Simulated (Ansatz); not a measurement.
Job for Ansatz (a first-principles code): R-wB97M-V/def2-TZVPP on AsH4In (SMILES [AsH2][InH2]), a point of a torsion scan. Elements past Kr take the def2 small-core potentials; no spin–orbit coupling.

Ansatz 0.2 input:
```yaml
crystal:
  periodic: [false, false, false]
  atoms:
    - {symbol: As, position_ang: [-1.63741619, -0.33711107, -0.71174916]}
    - {symbol: In, position_ang: [0.96098260, -0.27950284, -0.59961994]}
    - {symbol: H, position_ang: [-1.62788072, 1.04070177, -0.08639866]}
    - {symbol: H, position_ang: [-1.61706652, -0.93605728, 0.67342778]}
    - {symbol: H, position_ang: [2.07262085, 0.32541276, -1.83427886]}
    - {symbol: H, position_ang: [1.93033992, -0.84541083, 0.76673000]}
basis:
  gaussian:
    orbitals: def2-TZVPP
hamiltonian:
  xc: {name: wB97M-V}
scf: {lower_state_search: off}
```

It printed:

```
WARN ansatz: RAYON_NUM_THREADS=1 ignored (pool sized by the plan → 1); use --threads N
Functional definition: wB97M-V
these checks for a lower state are left out or cut short: stability, starts, cluster_reference, orbital_swaps, neighbouring_geometries, increment
integrals: 0.10 GiB planned
1064 factors; their error is unknown
integrals: 0.13 GiB planned
231 factors; integrals over basis functions are off by at most 2.5e-5 eV
mean field: 0.87 GiB planned
mean field evaluation 1: about -66073.9880 eV, gradient 1.4e1 eV
mean field evaluation 2: about -66074.4086 eV, gradient 7.7e0 eV
mean field evaluation 4: about -66074.5041 eV, gradient 3.1e-1 eV
mean field evaluation 8: about -66074.6794 eV, gradient 3.2e-1 eV
mean field evaluation 16: about -66074.6795 eV, gradient 3.1e-5 eV
mean field -66074.67948409 eV, -2428.1996840139 hartree, gradient 1.9e-6 eV, S^2 0.000000; 0 other end points of the search recorded, 0 dependent functions left out
reference -66074.67954648 eV, -2428.1996863066 hartree; 29, 29 occupied and 125, 125 virtual orbitals, 1064 factors
Total energy: -66074.67954648 eV, -2428.1996863066 hartree
Checks for a lower state left out: stability, starts, cluster_reference, orbital_swaps, neighbouring_geometries, increment
```

The calculation finished and met its thresholds.

Cost: roughly 13 core-seconds.
